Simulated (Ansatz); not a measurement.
Ansatz (an electronic-structure program) input:

Ansatz 0.2 input:
```yaml
crystal:
  periodic: [false, false, false]
  atoms:
    - {symbol: Pb, position_ang: [-0.00000000, -0.00000000, -0.17080970]}
    - {symbol: O, position_ang: [0.00000000, 0.00000000, 1.75079948]}
basis:
  gaussian:
    orbitals: def2-TZVP
hamiltonian:
  xc: {name: PBE0}
relax: {f_tol: 0.003, max_steps: 100}
```

### Question
Predict the final energy.

### Answer
-268.02719 Eh (PBE0/def2-TZVP). The basis has 81 functions.
